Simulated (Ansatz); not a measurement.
Reaction (substitution at a C–O bond): `C[O][GeH2][O]C` + `NB(Cl)Cl` → `CNB(Cl)Cl` + `C[O][GeH2][OH]`

Isolated molecules relaxed with PBE0-D4/def2-TZVP in Ansatz; ΔE leaves out vibrations. CCSD(T)/CBS is the MP2 limit (def2-TZVPP, def2-QZVPP) plus CCSD(T) − MP2 in def2-TZVPP, frozen cores. DFT in def2-TZVPP. For Ge outer-core shells are correlated without core-valence functions, which leaves a few kJ/mol of doubt a bond. Scalar relativity is left out up to krypton. Each species was taken in one conformer, which may not be the lowest.

Is it downhill or uphill in electronic energy at CCSD(T)/CBS, and by how much? (An estimate is asked.)

Computed: Downhill: ΔE = -19.7 kJ/mol.

What do these levels give: LDA (SPW92), r2SCAN-D4, PBE0-D4, CAM-B3LYP, MP2/def2-TZVPP, SCS-MP2/def2-QZVPP? (An estimate is asked.)

Ansatz gave: LDA (SPW92) -22.6, r2SCAN-D4 -16.2, PBE0-D4 -19.5, CAM-B3LYP -15.5, MP2/def2-TZVPP -20.7, SCS-MP2/def2-QZVPP -19.5 kJ/mol.

Largest T1 diagnostic among the species: 0.012.

In def2-TZVPP, CCSD(T) changes the Hartree–Fock value by −5.7 kJ/mol (the triples alone add −0.4 kJ/mol) and MP2 by −8.8 kJ/mol. Leaving LDA and LC-ωPBE aside and taking each functional with its dispersion term where it has one, the values, not all of them listed here, spread over 7.3 kJ/mol, from PBE-QIDH to BLYP-D4. LDA lies −3.7 kJ/mol from PBE without D4.
